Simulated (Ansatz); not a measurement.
A run for Ansatz (a first-principles code): U-PBE/def2-TZVPP on CH5MgN (SMILES [CH3][Mg][NH2]), a point of a bond scan (R = 3.234 Å).

Ansatz 0.2 input:
```yaml
crystal:
  periodic: [false, false, false]
  atoms:
    - {symbol: Mg, position_ang: [0.00826456, -0.04712997, 0.03044101]}
    - {symbol: C, position_ang: [-0.28026958, 1.67368275, -1.11114769]}
    - {symbol: H, position_ang: [-1.04623442, 2.32029198, -0.67380073]}
    - {symbol: H, position_ang: [-0.60167589, 1.43347148, -2.12823459]}
    - {symbol: H, position_ang: [0.63653762, 2.26428122, -1.18905058]}
    - {symbol: N, position_ang: [0.26979219, -1.61137839, 1.07033147]}
    - {symbol: H, position_ang: [2.23277577, -4.08367692, 0.36862187]}
    - {symbol: H, position_ang: [-0.17795435, -1.83096121, 1.94931248]}
basis:
  gaussian:
    orbitals: def2-TZVPP
hamiltonian:
  xc: {name: PBE}
magnetization: {spin_polarized: true, initial_magnetization: 0}
```

The log:

```
WARN ansatz: RAYON_NUM_THREADS=1 ignored (pool sized by the plan → 1); use --threads N
Functional definition: PBE
integrals: 0.06 GiB planned
918 factors; their error is unknown
mean field: 0.57 GiB planned
mean field evaluation 1: about -8004.2440 eV, gradient 8.2e1 eV
mean field evaluation 2: about -7847.8896 eV, gradient 1.2e2 eV
mean field evaluation 4: about -8031.2634 eV, gradient 3.4e1 eV
mean field evaluation 8: about -8031.4110 eV, gradient 2.3e1 eV
mean field evaluation 16: about -8041.1017 eV, gradient 2.1e-1 eV
mean field evaluation 32: about -8042.5502 eV, gradient 2.2e-5 eV
mean field evaluation 64: about -8042.5502 eV, gradient 2.1e-4 eV
mean field -8042.55022576 eV, -295.5582693605 hartree, gradient 1.3e-6 eV, S^2 1.003395; 5 other end points of the search recorded, 0 dependent functions left out
reference -8042.55027986 eV, -295.5582713484 hartree; 15, 15 occupied and 149, 149 virtual orbitals, 918 factors
Total energy: -8042.55027986 eV, -295.5582713484 hartree
```

The calculation finished and met its thresholds. Its determinant has ⟨S²⟩ = 1.00, a mixture of spin states.

Cost: very roughly 15 core-seconds.
